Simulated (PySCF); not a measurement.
Compound: C4H9NSSi2.
Numbering: `[CH3:1][S:2][SiH2:3]/[CH:4]=[C:5](\[SiH3:6])[C:7]#[N:8]` (hydrogens: H9, H10, H11 on C1; H12, H13 on Si3; H14 on C4; H15, H16, H17 on Si6)

Structure used (PBE0-D3(BJ)/def2-SVP), in Å, numbered top down from 1:
```
atom  x, y, z in Å
C1    -3.8111   -0.2956   -0.3173
S2    -2.3997   -1.4272   -0.1030
Si3   -0.7882   -0.0401   -0.2958
C4     0.7459   -1.0979   -0.0216
C5     2.0360   -0.6926   -0.0761
Si6    2.5890    1.0794   -0.4609
C7     3.0945   -1.6278    0.1565
N8     3.9912   -2.3431    0.3368
H9    -4.7197   -0.8990   -0.1923
H10   -3.8190    0.1505   -1.3218
H11   -3.8084    0.4973    0.4442
H12   -0.8899    1.0501    0.7237
H13   -0.7736    0.5991   -1.6479
H14    0.5632   -2.1575    0.2070
H15    1.3630    1.9176   -0.5979
H16    3.3658    1.0898   -1.7332
H17    3.4405    1.5848    0.6529
```

All values: B3LYP/def2-SVPD (PySCF, non-relativistic), on one gas-phase PBE0-D3(BJ)/def2-SVP geometry that isn't relaxed in the solvent. The solvent is an IEF-PCM continuum (cavity from Bondi-type radii × 1.2), and excitations are vertical TDDFT with non-equilibrium linear response and a frozen core. The model holds no explicit solvent molecules, cavitation or dispersion.

Gas-phase singlets (H = HOMO, L = LUMO):

| state | E (eV) | λ (nm) | f | leading configurations |
| --- | --- | --- | --- | --- |
| S1 | 3.845 | 322 | 0.020 | H→L 100% |
| S2 | 5.269 | 235 | 0.000 | H→L+1 50%, H-3→L 34%, H-2→L 9% |
| S3 | 5.297 | 234 | 0.004 | H-3→L 48%, H→L+1 39% |
| S4 | 5.473 | 227 | 0.422 | H-1→L 92% |
| S5 | 5.498 | 226 | 0.003 | H-2→L 79%, H-3→L 17% |

Task: How does the list change in chloroform (ε = 4.711)?

Result: 
| state | E (eV) | λ (nm) | f | leading configurations | change by rank (eV) |
| --- | --- | --- | --- | --- | --- |
| S1 | 3.783 | 328 | 0.023 | H→L 100% | -0.062 |
| S2 | 5.323 | 233 | 0.001 | H-3→L 49%, H-2→L 29%, H→L+1 16% | +0.054 |
| S3 | 5.369 | 231 | 0.009 | H→L+1 66%, H-3→L 14%, H→L+2 8% | +0.072 |
| S4 | 5.403 | 229 | 0.549 | H-1→L 92% | -0.070 |
| S5 | 5.425 | 229 | 0.013 | H-2→L 61%, H-3→L 35% | -0.073 |

Task: The ground-state energy changes by -0.215 eV from gas to chloroform. By how much does the total energy of gas-phase S1 change?

Result: E(S1) = E(S0) + excitation energy, so it changes by -0.215 − 0.062 = -0.277 eV: it is lowered more than the ground state, which is what a red shift means. This is the vertical state, with the slow part of the continuum still set for S0.

Task: How do the frontier levels move from gas to chloroform?

Result: 
| orbital | gas (eV) | solvent (eV) | change (eV) | Löwdin shares, gas | Löwdin shares, solvent |
| --- | --- | --- | --- | --- | --- |
| LUMO+2 | -0.21 | -0.12 | +0.09 | Si6 18 %, N8 15 %, H15 12 %, C7 11 % | N8 18 %, Si6 14 %, C7 14 %, S2 13 % |
| LUMO+1 | -0.72 | -0.50 | +0.22 | S2 23 %, Si3 16 %, Si6 11 %, C1 7 % | S2 19 %, Si3 14 %, Si6 12 %, C7 8 % |
| LUMO | -2.50 | -2.40 | +0.10 | C4 33 %, C5 24 %, N8 11 %, C7 9 % | C4 33 %, C5 23 %, N8 12 %, C7 10 % |
| HOMO | -7.04 | -6.88 | +0.16 | S2 70 %, C1 10 %, Si3 10 % | S2 70 %, C1 10 %, Si3 10 % |
| HOMO-1 | -8.13 | -8.07 | +0.06 | C4 26 %, C5 23 %, N8 20 %, C7 13 % | C4 26 %, C5 25 %, N8 17 %, C7 11 % |
| HOMO-2 | -8.76 | -8.57 | +0.19 | S2 56 %, Si3 15 %, C1 10 % | S2 56 %, Si3 15 %, C1 11 % |
| HOMO-3 | -9.07 | -9.01 | +0.06 | N8 27 %, C7 19 %, C5 18 %, Si6 13 % | C5 21 %, Si6 15 %, C4 14 %, N8 14 % |

The HOMO–LUMO gap goes from 4.53 to 4.48 eV. Rows go by rank; for HOMO-3 and HOMO-2 the atom shares or the degeneracy differ between the runs, so the row needn't follow one orbital.
